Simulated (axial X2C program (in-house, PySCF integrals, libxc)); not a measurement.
## Outer orbitals of CaSb at 3.001 Å, HF

Calculated with an in-house relativistic program for diatomic molecules. Spin-free means the one-electron spin-free X2C Hamiltonian; two-component (2c) means X2C with spin–orbit coupling and atomic mean-field two-electron Coulomb and Gaunt terms, so the difference of the two also holds small scalar two-electron terms. Basis: Sb dyall-cv3z [11s12p8d4f1g], Ca dyall-cv3z [11s12p6d4f] (cores contracted in-house); Gaussian nuclei, density fitting, unrestricted open shells. Masses: Sb 120.904 u, Ca 39.963 u.

The distance is close to the 2c PBE0 minimum; the highest filled and lowest empty levels are listed.

Spin-free orbitals, state M_S = 3/2, Λ = 0 (beyond evenly filled blocks: σα, π+α, π-α) (Löwdin shares):

```
symmetry  occupied  ε (eV)              atomic character
      σα       yes  -18.39   78% Sb s, 10% Ca p, 6% Ca d
      σβ       yes  -14.47    77% Sb s, 9% Ca p, 6% Ca s
     π-α       yes   -8.14    88% Sb p, 5% Ca d, 5% Ca p
     π+α       yes   -8.14    88% Sb p, 5% Ca d, 5% Ca p
      σα       yes   -8.12   70% Sb p, 21% Ca s, 3% Sb s
      σβ       yes   -6.89   73% Sb p, 14% Ca s, 5% Ca p
      σα       yes   -5.70  53% Ca s, 34% Ca p, 10% Sb p
      σβ        no   -0.01   76% Ca s, 15% Ca p, 4% Ca d
     π-α        no    0.19    93% Ca p, 5% Ca d, 2% Sb p
     π+α        no    0.19    93% Ca p, 5% Ca d, 2% Sb p
     π-β        no    0.28   69% Ca p, 28% Sb p, 2% Ca d
     π+β        no    0.28   69% Ca p, 28% Sb p, 2% Ca d
```

Spinors with spin–orbit coupling (state Ω = 3/2):

| ω | occupied | ε (eV) | atomic character | λ mixture |
| --- | --- | --- | --- | --- |
| 1/2 | yes | -18.16 | 78% Sb s, 10% Ca p, 6% Ca d | 100% σ |
| -1/2 | yes | -14.63 | 77% Sb s, 10% Ca p, 6% Ca s | 100% σ |
| -1/2 | yes | -8.23 | 88% Sb p, 5% Ca d, 4% Ca p | 100% π |
| 1/2 | yes | -8.14 | 71% Sb p, 20% Ca s, 3% Sb s | 94% σ, 6% π |
| 3/2 | yes | -7.78 | 87% Sb p, 6% Ca d, 5% Ca p | 100% π |
| -1/2 | yes | -7.02 | 74% Sb p, 13% Ca s, 6% Ca p | 100% σ |
| 1/2 | yes | -5.76 | 54% Ca s, 32% Ca p, 10% Sb p | 97% σ, 3% π |
| -1/2 | no | -0.03 | 75% Ca s, 16% Ca p, 4% Ca d | 99% σ, 1% π |
| -1/2 | no | 0.18 | 92% Ca p, 5% Ca d, 2% Sb p | 99% π, 1% σ |
| 3/2 | no | 0.19 | 92% Ca p, 5% Ca d, 2% Sb p | 100% π |
| 1/2 | no | 0.29 | 68% Ca p, 29% Sb p, 2% Ca d | 94% π, 6% σ |

Problem. How does the gap between the highest filled and lowest empty level change from the spin-free to the 2c table?

Solution. From 5.69 to 5.73 eV at HF, a change of 0.04 eV.

Mulliken charges and populations of the two-component result (they depend on the basis, above all on diffuse functions):

Sb -0.43 e (s 9.93 p 21.47 d 20.03), Ca 0.43 e (s 7.00 p 12.41 d 0.15 f 0.01). ⟨Lz⟩ = 0.09 ħ and ⟨Sz⟩ = 1.41 ħ (0.93 and 0.48 on the two atoms), which add up to Ω.

The state is one determinant whose occupation by symmetry is held fixed; it was picked as the lowest of a PBE0 search that is not exhaustive. Other states lie close and PBE0, whose exact exchange favours high spin, may order them wrongly; the determinant shown need not be the ground state. The nearest other spin-free determinant of the search, M_S = 1/2, Λ = 0, lies 0.06 eV up at the distance of the search. With several unpaired electrons one determinant need not be a pure state. This is the top spin component of a Σ state; components of lower Ω are not single determinants and can lie lower. The stretched end of a curve changes character and is left out.
